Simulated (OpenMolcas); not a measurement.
**Co2+: moving the ligands**

Co2+ with 5 ligands (fluoride) in square pyramidal coordination (C4v) at 1.98 Å, the axial distance 1.901 Å. A charge of +0.6 e stands 2.6 Å behind each ligand. Ligand basis ANO-RCC-VDZP.
```
Co    0.0000    0.0000    0.0000
F     1.9800    0.0000    0.0000
F     0.0000    1.9800    0.0000
F    -1.9800    0.0000    0.0000
F     0.0000   -1.9800    0.0000
F     0.0000    0.0000    1.9008
```

```yaml
Program: OpenMolcas
Method: "SS-CASPT2, IPEA 0.25 Eh, imaginary shift 0.1 Eh (closed shells correlated: 3s 3p and the ligand valence shells)"
Basis: ANO-RCC-VTZP [6s5p3d2f1g]
Scalar_Hamiltonian: DKH2, point nucleus
Active_space: 7 electrons in 5 orbitals (3d)
State_averaging: 2S+1 = 4 even, 10 roots; 2S+1 = 2 even, 40 roots
Spin-orbit_coupling: RASSI with atomic mean-field integrals over the reference wave functions
```

Runs around this geometry, states. Energies in cm-1 above the lowest state or level, χT in cm3 K/mol.

```
R (Å)  Axial / equatorial distance  Ground state  First state of that spin  First gap with spin-orbit (degeneracies)  χT at 300 K  First state of another spin
 1.96                         0.96      2S+1 = 4                       390                                250 (2, 2)        3.715              2S+1 = 2: 10470
 1.98                         0.96      2S+1 = 4                       350                                250 (2, 2)        3.748              2S+1 = 2: 10990
 2.11                         0.96      2S+1 = 4                       990                                180 (2, 2)        3.558              2S+1 = 2: 13450
 1.98                        1.056      2S+1 = 4                       410                                230 (2, 2)        3.958              2S+1 = 2: 10970
```

Over all roots computed the reference weight is 0.73 to 0.74 in R = 1.96 in ratio = 0.96, 0.73 to 0.74 in R = 1.98 in ratio = 0.96, 0.72 to 0.74 in R = 2.11 in ratio = 0.96, 0.73 to 0.74 in R = 1.98 in ratio = 1.056; a low but even weight reflects the number of correlated electrons. A single d shell leaves out the double-shell effect, which counts most for late 3d ions, where the CASPT2 field can be off either way by tens of per cent. Ligand-to-metal charge-transfer states are missing. For late 3d ions with one d shell CASPT2 can put B and the spin-flip bands somewhat low as well as high. Free-ion shares, where given, are those of the reference states; single-state CASPT2 does not remix them. Spin-orbit coupling mixes the spin-free states strongly: the lowest level takes only 61 % from its leading state, an unlabelled state of the same spin as most of the rest (figures for R = 1.96, ratio = 0.96; the like holds for R = 1.98, ratio = 0.96, R = 1.98, ratio = 1.056). No measured value stands beside these numbers; the geometry was imposed, not optimised, and the real ion may take another.

A state without a sure symmetry label is named by its multiplicity alone.
